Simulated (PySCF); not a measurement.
TDDFT excited states: C5H11As

Species: C₅H₁₁As.
Z-matrix (Å and degrees, PBE0-D3(BJ)/def2-SVP geometry), rows numbered from 1:
```
C 
C   1  1.5259
C   2  1.5225  1  114.20
As  3  1.9773  2  115.23  1   -56.76
C   4  1.9770  3   95.91  2    43.62
C   5  1.5223  4  115.15  3   -43.84
H   1  1.1060  2  109.13  3   -59.35
H   1  1.1022  2  108.98  3  -174.52
H   2  1.1047  1  109.15  3  -122.50
H   2  1.1045  1  108.91  3   122.25
H   3  1.1037  2  110.77  1    63.50
H   3  1.1015  2  111.19  1  -178.55
H   4  1.5317  3   94.61  2   -51.58
H   5  1.1014  4  107.08  3  -168.20
H   5  1.1038  4  105.83  3    78.74
H   6  1.1048  1  109.10  2    59.00
H   6  1.1044  1  108.97  2   174.32
```

Method used: TDDFT CAM-B3LYP/def2-SVPD, vertical, gas phase, core orbitals frozen in the response (PySCF). Relativistic effects, spin–orbit coupling among them, are left out although an element past zinc is present.

What does the calculation give for the low-lying excited states?

```csv
state,λ (nm),E (eV),f,|μ| (D),"main configurations (H = HOMO, L = LUMO)"
S1,195.6,6.34,0.072,1.73,"H→L+1 (72%), H→L (14%)"
S2,195.6,6.34,0.065,1.64,"H→L (56%), H→L+2 (21%), H→L+1 (18%)"
S3,177.5,6.98,0.144,2.34,"H→L+5 (57%), H→L+3 (25%)"
S4,171.8,7.22,0.0037,0.37,"H→L+2 (44%), H→L+3 (25%), H→L (19%)"
S5,165.1,7.51,0.0010,0.19,"H-1→L (58%), H→L+4 (24%), H-1→L+2 (8%)"
S6,164.5,7.54,0.025,0.93,"H→L+3 (42%), H→L+5 (38%)"
```

The lowest singlet lies at 6.34 eV (196 nm, vacuum ultraviolet) and is of moderate strength; its leading configuration is HOMO→LUMO+1 (72%). The most intense listed level is S3 at 6.98 eV (178 nm, f = 0.144), 0.65 eV above S1. S1/S2 lie within about 0.01 eV of each other. Löwdin shares by element: HOMO arsenic 59%, carbon 19% or more, hydrogen 6% or more (atoms not listed hold the other 16%); LUMO carbon 22% or more, arsenic 18% (atoms not listed hold the other 60%). Orbital energies (eV): HOMO-3 -10.72, HOMO-2 -10.21, HOMO-1 -9.27, HOMO -7.95, LUMO 1.32, LUMO+1 1.51, LUMO+2 1.84. The oscillator strengths of these states sum to 0.311; summed over the whole spectrum of an exact calculation they would give the number of electrons, 74 (Thomas–Reiche–Kuhn). Weighted by f, the mean energy of these states is 6.75 eV. No computed singlet lies in the visible range (380 to 750 nm); the lowest, at 196 nm, stands 3.07 eV above its violet end (3.26 eV). Only the lowest 6 singlets were computed, as vertical energies without vibronic structure.

One conformer stands for the species.
